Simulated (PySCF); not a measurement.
A structure optimised at B3LYP-D3(BJ)/def2-SVP, used in a PySCF frequency run:

```
In
H 1 1.7442
C 1 2.1624 2 118.75
C 3 1.3419 1 121.94 2 0.00
H 4 1.0971 3 122.32 1 0.00
H 3 1.0982 4 117.61 5 180.00
H 4 1.0989 5 115.27 3 180.00
C 1 2.1624 2 118.75 5 180.00
C 8 1.3419 1 121.94 2 0.00
H 9 1.0971 8 122.32 1 0.00
H 8 1.0982 9 117.61 10 180.00
H 9 1.0989 10 115.27 8 180.00
```

Q: Write its SMILES, formula and point group.

A: C=[CH][InH][CH]=C, C4H7In, C2v

Q: What are its rotational constants (standard atomic weights)?

A: 13.904, 1.3581, 1.2373 GHz
